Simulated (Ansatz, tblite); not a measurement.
Cost and result up the ladder for MgMeI (CH₃IMg) (6 atoms). Total charge 0; singlet. Geometry: PBE-D4/def2-TZVP.

Cartesian coordinates in Å:
```
Mg -0.406 0.356 1.023
C 0.329 -0.290 -0.814
H 1.282 -0.826 -0.695
H 0.503 0.561 -1.489
H -0.381 -0.970 -1.307
I -1.326 1.169 3.282
```

Ansatz on 4 threads of AMD EPYC 7B13 on a shared host; xTB runs through tblite on one thread. Times are rough, summed over both states, and most runs start from the orbitals of an earlier one. CCSD(T)/def2-TZVPP serves as the yardstick here, not as an exact answer. The other state is a doublet.

In the def2 sets I takes a core potential; there is no spin–orbit coupling. The xTB rows come from tblite. Correlated methods freeze 6 core orbitals; core or outer-core shells of Mg, I are correlated, in sets that lack core-valence functions. In CCSD on the charge 1 doublet the largest single amplitude is 0.16, so its Hartree–Fock determinant may place the open shell otherwise than the density functionals do. HOMO above LUMO, or a gap near zero within one spin, warns that the state may not be the lowest or that an electron is smeared out.

Correlated methods converge slowly with the basis.

Raw xTB energies of ions are shifted by several eV.

```tsv
level	functions	vertical IE (eV)	difference from CCSD(T)/def2-TZVPP (eV)	remarks
GFN1-xTB	23	14.06	4.47	–
PBE-D4/def2-TZVP	131	9.00	-0.59	gap within one spin near zero (+1 doublet)
PBE0-D4/def2-TZVP (with forces)	131	9.30	-0.30	–
GFN2-xTB	25	13.43	3.84	–
CCSD(T)/def2-TZVPP	155	9.59	0.00	–
```

Q: Estimate how long each takes.

A: GFN1-xTB 0.009 s; GFN2-xTB 0.01 s; PBE0-D4/def2-TZVP (with forces) 5.1 s; PBE-D4/def2-TZVP 5.2 s; CCSD(T)/def2-TZVPP 2.1 min. On shared hardware such times vary by a factor of up to 3.
